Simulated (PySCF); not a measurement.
Hirshfeld charges from PBE0/pcSseg-1 densities (PySCF) at GFN2-xTB geometries, gas phase, one conformer each. Species are given as SMILES. The Hirshfeld scheme weights the molecular density at each point by an atom's share of the summed free-atom densities.

Question: For each of these, name the hydrogen and the heavy atom of highest charge and the atom of lowest charge, and give the mean charge of the hydrogens: `[CH3:1][O:2][C:3](=[O:4])[SiH2:5][O:6][SiH3:7]`; `[CH3:1][C:2]([CH3:3])([CH3:4])[CH2:5][S:6](=[O:7])(=[O:8])[Cl:9]`; `[CH3:1][NH:2][Si@@H:3]([CH2:4][SiH2:5][F:6])[SiH2:7][NH2:8]`; `[OH:1][CH2:2][C@@H:3]1[CH2:4][O:5][C:6]1=[S:7]`; `[CH3:1][c:2]1[n:3][n:4]([SiH3:5])[cH:6][p:7]1`; `[CH3:1][C:2](=[O:3])[N:4]([CH3:5])[SiH2:6][CH:7]1[CH2:8][CH2:9]1`; `[CH3:1][NH:2][C:3](=[O:4])/[CH:5]=[CH:6]/[SiH:7]([CH3:8])[CH3:9]`; `[CH3:1][CH2:2][CH:3]([NH2:4])[CH2:5][CH3:6]`.

Answer: 
| SMILES | H of highest charge | its q (e) | heavy atom of highest charge | its q (e) | atom of lowest charge | its q (e) | mean q of all H (e) |
| --- | --- | --- | --- | --- | --- | --- | --- |
| COC(=O)[SiH2]O[SiH3] | H on C1 (methyl hydrogen) | +0.056 | Si5 (oxygen-bound silicon) | +0.409 | O6 (siloxane oxygen) | -0.304 | -0.029 |
| CC(C)(C)CS(=O)(=O)Cl | H on C5 (methylene hydrogen) | +0.064 | S6 (sulfonyl sulfur) | +0.537 | O7 (sulfonyl oxygen) | -0.290 | +0.042 |
| CN[Si@@H](C[SiH2]F)[SiH2]N | H on N8 (N–H hydrogen) | +0.117 | Si5 (fluorine-bound silicon) | +0.427 | N8 (silicon-bound nitrogen) | -0.323 | +0.008 |
| OC[C@@H]1COC1=S | H on O1 (hydroxyl hydrogen) | +0.170 | C6 (thiocarbonyl carbon) | +0.092 | O1 (alcohol oxygen) | -0.225 | +0.071 |
| Cc1nn([SiH3])cp1 | H on C6 (aromatic hydrogen) | +0.054 | Si5 (SiH3 silicon) | +0.383 | N3 (pyridine-type nitrogen) | -0.130 | 0.000 |
| CC(=O)N(C)[SiH2]C1CC1 | H on C1 (methyl hydrogen) | +0.057 | Si6 (SiH2 silicon) | +0.352 | O3 (amide oxygen) | -0.255 | +0.027 |
| CNC(=O)/C=C/[SiH](C)C | H on N2 (amide N–H hydrogen) | +0.132 | Si7 (SiH silicon) | +0.381 | O4 (amide oxygen) | -0.287 | +0.040 |
| CCC(N)CC | H on N4 (N–H hydrogen) | +0.105 | C3 (sp3 carbon bound to nitrogen) | +0.022 | N4 (primary amine nitrogen) | -0.223 | +0.046 |
